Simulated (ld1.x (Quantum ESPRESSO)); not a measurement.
Te: one change to an RRKJ potential, before and after

```json
{"Element": "Te (Z = 52)", "Generator": "ld1.x (Quantum ESPRESSO) 7.5", "Type": "norm-conserving RRKJ (Kleinman–Bylander form)", "Functional": "PW91", "Relativity": "fully relativistic", "Frozen core": "[Kr]", "Valence charge": "16", "Reference configuration": "4d10 5s2 5p4", "Partial waves": "5s (bound): rc 1.55 bohr; 5p (bound): rc 1.80 bohr; 4d (bound): rc 1.40 bohr", "Local potential": "all-electron potential smoothed inside 1.50 bohr (lloc = -1)", "Core correction": "a·sin(br)/r model core inside 1.00 bohr"}
```

Open shells are filled in proportion to 2j + 1 (rel_dist='average').

All-electron outer shells of the reference configuration (PW91, scalar-relativistic, ld1.x):

```json
{"shell": "4s", "level (eV)": "-164.41", "outermost node (bohr)": "0.38", "outermost maximum (bohr)": "0.70"}
{"shell": "4p", "level (eV)": "-114.44", "outermost node (bohr)": "0.38", "outermost maximum (bohr)": "0.74"}
{"shell": "4d", "level (eV)": "-41.69", "outermost node (bohr)": "0.36", "outermost maximum (bohr)": "0.81"}
{"shell": "5s", "level (eV)": "-15.18", "outermost node (bohr)": "0.91", "outermost maximum (bohr)": "1.80"}
{"shell": "5p", "level (eV)": "-6.00", "outermost node (bohr)": "1.00", "outermost maximum (bohr)": "2.17"}
```

Change: core correction none.

Cutoffs: the cutoffs (Ry, on a coarse ladder) from which the occupation-weighted sum of valence levels, in a spherical-Bessel basis at the reference potential, stays within 10 and 1 mRy of its value at 400 Ry; they do not see the model core or the augmentation charge, which bear on the density cutoff. Errors are all-electron minus pseudo energies relative to the spin-unpolarised reference configuration.

Question: Predict the effect on cutoff, ghosts and configuration errors.

Answer: The potential gets neither clearly harder nor softer (90 Ry and 110 Ry → 90 Ry and 110 Ry); both files keep a bound ghost (s); of the 7 tests that both files solve, the error grows in 2 and shrinks in 0 by more than 15 % and 0.3 meV (median size 15.7 → 23.6 meV).

| quantity | base | changed |
| --- | --- | --- |
| cutoff, loose | 90 Ry | 90 Ry |
| cutoff, tight | 110 Ry | 110 Ry |
| bound ghosts | s | s |
| error for 4d10 5s2 5p3, meV [ΔE 9.81 eV] | +8.7 | +8.9 |
| error for 4d10 5s2 5p2, meV [ΔE 27.83 eV] | +40 | +42 |
| error for 4d10 5s2 5p1, meV [ΔE 54.85 eV] | +79 | +87 |
| error for 4d10 5s2 5p3.5, meV [ΔE 3.93 eV] | +2.0 | +2.0 |
| error for 4d10 5s1 5p5, meV [ΔE 9.25 eV] | +2.6 | +4.4 |
| error for 4d10 5s1 5p4, meV [ΔE 19.64 eV] | +31 | +34 |
| error for 4d10 5s0 5p6, meV [ΔE 18.68 eV] | +16 | +24 |
| s: phases at 1.95 bohr within 0.05 rad from the reference energy up to (Ry; the scan ends near 5) | to the end of the scan | to the end of the scan |
| p1/2: phases at 1.95 bohr within 0.05 rad from the reference energy up to (Ry; the scan ends near 5) | 0.2 | 0.2 |
| p3/2: phases at 1.95 bohr within 0.05 rad from the reference energy up to (Ry; the scan ends near 5) | 0.0 | 0.0 |
| d3/2: phases at 1.95 bohr within 0.05 rad from the reference energy up to (Ry; the scan ends near 5) | 1.6 | 1.6 |
| d5/2: phases at 1.95 bohr within 0.05 rad from the reference energy up to (Ry; the scan ends near 5) | 1.7 | 1.7 |

 A true bound ghost makes a file unfit for plane-wave use even where its test errors are small: the radial tests pick states by their node count and pass the ghost by.
